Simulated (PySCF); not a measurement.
C₈H₁₇N.
Geometry (GFN2-xTB, Å), atoms numbered from 1 in this order:
```xyz
26
C8H17N angstrom
C      2.7959   -0.7575   -0.0994
C      1.3493   -0.9097    0.3570
C      0.4479    0.1700   -0.2606
C      0.8290    1.4923    0.3284
N      1.2854    2.4033   -0.4023
C     -1.0732   -0.1051   -0.1031
C     -1.8421    1.1489   -0.5347
C     -1.4816   -1.2581   -1.0254
C     -1.4542   -0.4551    1.3374
H      2.8685   -0.8599   -1.1796
H      3.4210   -1.5191    0.3621
H      3.1840    0.2208    0.1738
H      1.3097   -0.8438    1.4463
H      0.9910   -1.8975    0.0658
H      0.6608    0.2294   -1.3324
H      0.7049    1.5726    1.4191
H      1.5390    3.2690    0.0703
H     -1.6610    1.9720    0.1528
H     -2.9118    0.9496   -0.5534
H     -1.5306    1.4638   -1.5277
H     -1.2348   -1.0259   -2.0590
H     -0.9826   -2.1844   -0.7520
H     -2.5548   -1.4253   -0.9606
H     -1.0100   -1.3986    1.6441
H     -2.5354   -0.5502    1.4175
H     -1.1352    0.3209    2.0289
```

Computed at PBE0/pcSseg-1 (PySCF, non-relativistic), with Q(14N) = 0.02044 b: N5, 14N (I = 1): χzz = -4.902 MHz, η = 0.390.

Where would the pure quadrupole (NQR) lines of 14N at N5 fall for the rigid, isolated species?

From ν± = (3/4)|χ|(1 ± η/3) and ν0 = |χ|η/2: ν+ 4.155 MHz, ν− 3.198 MHz, ν0 0.957 MHz (imine nitrogen).

In a crystal, neighbours and librations shift these lines. GFN2-xTB bond lengths can be off by several hundredths of an ångström, more for odd bonds, and the gradients follow them. With a basis this small, the couplings can be 20 % off.

The run behind these numbers computed NMR shieldings as well. Hardware: one thread of an Arm Neoverse N1, shared host with 64 logical CPUs at a one-minute load of 54. Cost: 91 s, 1.1 GiB resident at most.

One conformer stands for the species.
